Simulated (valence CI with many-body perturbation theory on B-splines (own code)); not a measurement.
Missing levels of Pr²⁸⁺

Calculated by configuration interaction combined with many-body perturbation theory (CI+MBPT): three valence electrons over a frozen Dirac-Fock core [Ar] 3d10, radial functions for each j: 11 s, 11 p, 9 d, 7 f, 5 g, 2 h, 1 i, with the one-electron correlation potential Σ1 (screened to all orders), the two-electron term Σ2, the three-electron term Σ3, Breit, model QED; selected single and double excitations, second order for the rest (own B-spline code, finite nucleus).

The last digits are not significant, and no measured levels were compared; by estimate large intervals hold to a few tenths of a per cent, small ones and those within an open d or f shell to about a per cent.

| Level | E (eV) |
| --- | --- |
| (4s^2 4p1/2) J=1/2 | 0.00 |
| (4s^2 4p3/2) J=3/2 | 28.62 |
| (4s 4p1/2^2) J=1/2 | 60.62 |
| (4s 4p1/2 4p3/2) J=3/2 [a] | 81.58 |
| (4s 4p1/2 4p3/2) J=5/2 | ? |
| (4s 4p1/2 4p3/2) J=3/2 [b] | 95.28 |
| (4s 4p1/2 4p3/2) J=1/2 | ? |
| (4s 4p3/2^2) J=5/2 | 113.46 |
| (4s 4p3/2^2) J=1/2 | ? |
| (4s 4p3/2^2) J=3/2 | 127.62 |
| (4s^2 4d3/2) J=3/2 | ? |
| (4s^2 4d5/2) J=5/2 | ? |
| (4p1/2^2 4p3/2) J=3/2 | ? |
| (4p1/2 4p3/2^2) J=3/2 | 181.07 |
| (4p1/2 4p3/2^2) J=5/2 | 181.68 |
| (4s 4p1/2 4d3/2) J=3/2 [a] | 184.93 |
| (4s 4p1/2 4d3/2) J=5/2 | 189.37 |
| (4p1/2 4p3/2^2) J=1/2 | 191.28 |
| (4s 4p1/2 4d5/2) J=5/2 [a] | 196.96 |
| (4s 4p1/2 4d3/2) J=3/2 [b] | 196.98 |

Levels are named by their leading jj configuration (3d3/2^4 stands for four electrons in 3d with j = 3/2), which in mixed levels can hold well under half, so a name can repeat and another be missing. Letters in brackets count levels of one name in rising energy.

**Question.** The levels stand in rising order. What does the calculation give for the missing energies?

**Answer.** (4s 4p1/2 4p3/2) J=5/2 86.96; (4s 4p1/2 4p3/2) J=1/2 98.71; (4s 4p3/2^2) J=1/2 127.37; (4s^2 4d3/2) J=3/2 138.76; (4s^2 4d5/2) J=5/2 143.59; (4p1/2^2 4p3/2) J=3/2 158.26.
